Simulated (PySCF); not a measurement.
dibromo-chloro-fluoromethane (CBr₂ClF), SMILES FC(Cl)(Br)Br. Atoms are numbered in the order given.

```xyz
5

F     -1.6671    -0.5943     0.0000
C     -0.3484    -0.4142     0.0000
Cl     0.4531    -1.9981     0.0000
Br     0.1342     0.5972    -1.6086
Br     0.1342     0.5972     1.6086
```
Charge 0, spin multiplicity 1.

Coordinates come from a B3LYP-D3(BJ)/def2-SVP optimisation.

All values below come from PySCF with TDDFT-ωB97X/def2-SVPD.

Vertical excitations. The molecule is in vacuum. State labels are in the subgroup Cs.

**Question.** Give excitation energies, oscillator strengths and character. (An estimate is asked for; the answer gives what the named calculation found.)

**Answer.** 
```json
[
 {"state": "S1", "symmetry": "A\"", "energy (eV)": "5.09", "λ (nm)": "243", "f": "0.004", "main pairs": "HOMO→LUMO 89 %"},
 {"state": "S2", "symmetry": "A\"", "energy (eV)": "5.37", "λ (nm)": "231", "f": "0.004", "main pairs": "HOMO−1→LUMO 84 %"},
 {"state": "S3", "symmetry": "A'", "energy (eV)": "5.61", "λ (nm)": "221", "f": "0.006", "main pairs": "HOMO−2→LUMO 75 %, HOMO−1→LUMO+1 12 %"},
 {"state": "S4", "symmetry": "A'", "energy (eV)": "5.86", "λ (nm)": "212", "f": "0.002", "main pairs": "HOMO−3→LUMO 58 %, HOMO→LUMO+1 30 %"},
 {"state": "S5", "symmetry": "A\"", "energy (eV)": "6.78", "λ (nm)": "183", "f": "0.060", "main pairs": "HOMO−4→LUMO 69 %"},
 {"state": "S6", "symmetry": "A'", "energy (eV)": "7.01", "λ (nm)": "177", "f": "0.001", "main pairs": "HOMO−5→LUMO 41 %, HOMO−1→LUMO+1 18 %, HOMO−2→LUMO 12 %, HOMO−2→LUMO+2 9 %"},
 {"state": "S7", "symmetry": "A'", "energy (eV)": "7.29", "λ (nm)": "170", "f": "0.000", "main pairs": "HOMO→LUMO+1 48 %, HOMO−3→LUMO 34 %"},
 {"state": "S8", "symmetry": "A'", "energy (eV)": "7.58", "λ (nm)": "164", "f": "0.008", "main pairs": "HOMO−1→LUMO+1 55 %, HOMO−5→LUMO 18 %"},
 {"state": "S9", "symmetry": "A\"", "energy (eV)": "7.60", "λ (nm)": "163", "f": "0.029", "main pairs": "HOMO−2→LUMO+1 69 %, HOMO−4→LUMO 11 %"},
 {"state": "S10", "symmetry": "A\"", "energy (eV)": "7.70", "λ (nm)": "161", "f": "0.003", "main pairs": "HOMO→LUMO+2 42 %, HOMO−1→LUMO+2 14 %, HOMO−4→LUMO 9 %, HOMO−4→LUMO+2 9 %"},
 {"state": "T1", "symmetry": "A\"", "energy (eV)": "4.47", "λ (nm)": "278", "f": "0", "main pairs": "HOMO→LUMO 84 %"},
 {"state": "T2", "symmetry": "A\"", "energy (eV)": "4.73", "λ (nm)": "262", "f": "0", "main pairs": "HOMO−1→LUMO 77 %, HOMO−2→LUMO+1 12 %"},
 {"state": "T3", "symmetry": "A'", "energy (eV)": "4.90", "λ (nm)": "253", "f": "0", "main pairs": "HOMO−2→LUMO 67 %, HOMO−1→LUMO+1 14 %"},
 {"state": "T4", "symmetry": "A'", "energy (eV)": "5.12", "λ (nm)": "242", "f": "0", "main pairs": "HOMO−3→LUMO 56 %, HOMO→LUMO+1 25 %, HOMO−1→LUMO+1 9 %"}
]
```
Triplets are in the Tamm–Dancoff approximation, which puts them higher than full response would, so one can lie above its singlet here.
